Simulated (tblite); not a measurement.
Species: C₂H₄F₂SSi₂.
Atom-mapped SMILES: `[CH:1]#[C:2][Si@H:3]([F:4])[S:5][SiH2:6][F:7]` (hydrogens: H8 on C1; H9 on Si3; H10, H11 on Si6)

The geometry is computed with GFN2-xTB (gas phase).

**Question.** What internal coordinates does the optimisation give?

**Answer.** 
```
   bond  length (Å)   order
  C1≡C2       1.202  triple
 C2–Si3       1.840  single
 Si3–F4       1.612  single
 Si3–S5       2.154  single
 S5–Si6       2.136  single
 Si6–F7       1.607  single
  C1–H8       1.052  single
 Si3–H9       1.443  single
Si6–H10       1.446  single
Si6–H11       1.443  single
```

Orders are formal, as drawn. A selection of angles:
```
      angle  degrees
   C2–C1–H8    178.9
  C1–C2–Si3    176.5
  C2–Si3–F4    106.9
  C2–Si3–S5    111.2
  C2–Si3–H9    116.7
  F4–Si3–S5    107.6
  F4–Si3–H9    107.4
  S5–Si3–H9    106.7
 Si3–S5–Si6    103.2
  S5–Si6–F7    108.8
 S5–Si6–H10    112.1
 S5–Si6–H11    104.9
 F7–Si6–H10    104.8
 F7–Si6–H11    107.2
H10–Si6–H11    118.8
```

Torsions: C2–Si3–S5–Si6 66° (synclinal); Si3–S5–Si6–F7 -59° (synclinal).

Si3 (fluorine-bound silicon) is distorted tetrahedral (angles from 106.7° to 116.7°). Si6 (fluorine-bound silicon) is distorted tetrahedral (angles from 104.8° to 118.8°).

Point group: C1 (no symmetry element, even within 0.4 Å). Its GFN2-xTB frequencies are all real (lowest 24 cm⁻¹). The numbers are those of one conformer. 3 starts were optimised and ended at 0.00, 0.27 and 1.62 kcal/mol (GFN2-xTB); the lowest of these is shown.

Time: 1.9 s of wall time. Hardware: one thread, Intel Xeon at 2.50 GHz (x86_64), shared host with 64 logical CPUs at a one-minute load of 58. These figures are those of the optimisation.
